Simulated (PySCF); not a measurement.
C₃H₇BO₃, SMILES COB1OCOC1.

Geometry optimised at PBE0-D3(BJ)/def2-SVP. The structure was generated by enumeration, and PubChem lists no compound with its InChIKey, so it may never have been made. One conformer was computed; it need not be the lowest.

Computed with PBE/def2-TZVP in PySCF.

```json
{
 "total_energy": "-368.83554 hartree",
 "highest_occupied_level": "-5.90 eV",
 "lowest_empty_level": "0.03 eV",
 "orbital_gap": "5.94 eV",
 "dipole_moment": "0.401 e·Å",
 "quadrupole, principal values (traceless, Buckingham form, about the centre of nuclear charge)": "-9.73, 0.59, 9.14 D·Å",
 "mean_static_polarisability": "60.4 bohr³ (8.95 Å³)",
 "polarisability_principal_values": "49.4, 55.2, 76.6 bohr³"
}
```
